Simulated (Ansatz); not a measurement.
## Ansatz (development build ahead of 0.2.0) run

```yaml
crystal:
  periodic: [false, false, false]
  atoms:
    - { symbol: Si, position_ang: [0.05873, 0.22273, 0.22011] }
    - { symbol: F, position_ang: [1.14769, 0.91944, -0.59533] }
    - { symbol: F, position_ang: [0.47581, -0.68681, 1.37547] }
    - { symbol: F, position_ang: [-0.30586, -1.26535, -1.13276] }
    - { symbol: F, position_ang: [-1.38042, 0.7344, 0.14965] }
basis:
  gaussian: { orbitals: def2-SVP }
total_charge: 1
magnetization:
  spin_polarized: true
  initial_magnetization: 1
hamiltonian:
  xc: hf
output:
  forces: true
```

The input is written out in the form of the current development build from the run's settings.

The run gave:

```yaml
Converged: yes
Total_energy: -686.02017 hartree
Spin_squared_of_the_determinant: 0.754
Stability_test: minimum
```

Forces (eV/Å):
| atom | Fx | Fy | Fz |
| --- | --- | --- | --- |
| Si1 | 0.001 | 0.001 | 0.002 |
| F2 | -0.002 | -0.001 | 0.002 |
| F3 | 0.000 | 0.001 | -0.006 |
| F4 | 0.000 | -0.001 | 0.003 |
| F5 | 0.002 | 0.000 | -0.001 |
